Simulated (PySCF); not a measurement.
Screening by computed properties: pick the candidate that meets the target.

All species are isolated and taken at one optimised geometry, non-relativistic unless stated. Electronic properties by PySCF.

Dipoles, sizes and rotational constants follow the conformer. The torsions of the flexible species, by atom-mapped SMILES:
- `[CH:1]#[C:2][c:3]1[n:4][n:5]([CH2:6][CH3:7])[n:8][c:9]1[SiH3:10]`: N4–N5–C6–C7 -88°
- `[O:1]=[S:2](=[O:3])([Cl:4])[C@@H:5]([F:6])[CH2:7][C:8]([F:9])([F:10])[F:11]`: O1–S2–C5–F6 -75°, S2–C5–C7–C8 178°, C5–C7–C8–F9 -53°
- `[CH3:1][CH:2]([CH3:3])[O:4][Si@H:5]([O:6][SiH3:7])[SiH2:8][Cl:9]`: C1–C2–O4–Si5 110°, C2–O4–Si5–O6 -51°, O4–Si5–O6–Si7 -78°, O4–Si5–Si8–Cl9 -177°
- `[CH3:1][CH2:2][PH2+:3][c:4]1[cH:5][cH:6][cH:7][s:8]1`: C1–C2–P3–C4 -176°, C2–P3–C4–C5 -139°

(1) Wanted: HOMO–LUMO gap below 6.2 eV (PBE0/pcSseg-1) and smallest rotational constant above 0.4 GHz (GFN2-xTB), at GFN2-xTB geometries. Which candidate meets both?
A. `CC(C)O[Si@H](O[SiH3])[SiH2]Cl`
B. `CC[PH2+]c1cccs1`
C. `n1(CC)nc(c([SiH3])n1)C#C`
D. `O=S(=O)(Cl)[C@@H](F)CC(F)(F)F`
E. `C#CC1(C#N)C=C1`

Results:

(1) B. Computed values:
```csv
species,HOMO–LUMO gap,smallest rotational constant
CC[PH2+]c1cccs1,5.91 eV,0.682 GHz
n1(CC)nc(c([SiH3])n1)C#C,6.45 eV,0.577 GHz
C#CC1(C#N)C=C1,6.76 eV,1.763 GHz
CC(C)O[Si@H](O[SiH3])[SiH2]Cl,7.43 eV,0.365 GHz
O=S(=O)(Cl)[C@@H](F)CC(F)(F)F,7.89 eV,0.431 GHz
```
